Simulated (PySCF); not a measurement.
C2H5BrSSi.
Numbering: `[CH2:1]=[C:2]([Br:3])[S:4][SiH3:5]` (hydrogens: H6, H7 on C1; H8, H9, H10 on Si5)

Computed with PySCF 2.14.0, PBE0-D3(BJ)/def2-SVP geometry optimisation, gas phase.

Problem. List the bond lengths, angles and torsions at this level.

Solution. 
```
                   bond  length (bohr)
                  C1=C2          2.522
                 C2–Br3          3.591
                  C2–S4          3.336
                 S4–Si5          4.091
                  C1–H6          2.062
                  C1–H7          2.065
Si5–H8, Si5–H9, Si5–H10          2.816
```

Bonds in one row agree within 0.02 bohr and their mean is given. A selection of angles:
```
     angle  degrees
  C2–C1–H6    121.4
  C2–C1–H7    119.6
  H6–C1–H7    119.0
 C1–C2–Br3    120.1
  C1–C2–S4    122.2
 Br3–C2–S4    117.6
 C2–S4–Si5    102.1
 S4–Si5–H8    110.4
 S4–Si5–H9    112.4
S4–Si5–H10    102.6
 H8–Si5–H9    110.4
H8–Si5–H10    110.9
```

Dihedral angles: C1–C2–S4–Si5 -136° (anticlinal). The mirror-image conformer, all signs reversed, is as good.

Si5 (SiH3 silicon) is distorted tetrahedral (angles from 102.6° to 112.4°).

Point group: C1 (no symmetry element, even within 0.4 Å). Stationary, but not proved a minimum. One conformer, not necessarily the lowest.
